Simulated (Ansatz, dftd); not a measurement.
Reaction: LiOH (SMILES [Li][OH]) → LiOH+ (parent SMILES [Li][OH], doublet) + e-
Each species at its own B3LYP-D3(BJ)/def2-TZVP minimum (Ansatz, a quantum-chemistry and plane-wave program).

Quantity: adiabatic ionisation energy (electronic), in eV. Open shells are spin-unrestricted; no spin-orbit coupling. Correlated methods leave the cores frozen. No relativity. CBS(X,Y): correlation extrapolated as X^-3, Hartree-Fock from the larger set. A bracket is a step between two methods taken in the basis named. Double hybrids freeze cores in their MP2 part. Full CI freezes restricted core orbitals, also for open shells; the composite that ends in it estimates full CI at the basis-set limit. The spin of HLiO+ (parent SMILES [Li][OH], doublet) was assumed, and the state is the lowest solution found for it.

```tsv
level	program	adiabatic ionisation energy (eV)	difference against the last row
B3LYP-D3(BJ)/def2-TZVPD	Ansatz + dftd3	8.99	0.10
CAM-B3LYP/def2-TZVPD	Ansatz	9.00	0.11
B2GP-PLYP/def2-TZVPD	Ansatz	8.85	-0.04
CCSD/def2-TZVPP	Ansatz	8.50	-0.39
CCSDT(Q)/def2-TZVPP	Ansatz	8.61	-0.28
CCSDT(Q)/def2-QZVPP	Ansatz	8.79	-0.10
CCSDTQ/def2-SVP	Ansatz	8.05	-0.84
FCI/def2-SVP	Ansatz	8.05	-0.84
CCSD(T)/CBS(def2-TZVPP,def2-QZVPP) + [CCSDT(Q) - CCSD(T)]/def2-TZVPP	Ansatz	8.89	0.00
CCSD(T)/CBS(def2-TZVPP,def2-QZVPP) + [CCSDT(Q) - CCSD(T)]/def2-QZVPP + [FCI - CCSDT(Q)]/def2-SVP	Ansatz	8.89	0.00
```
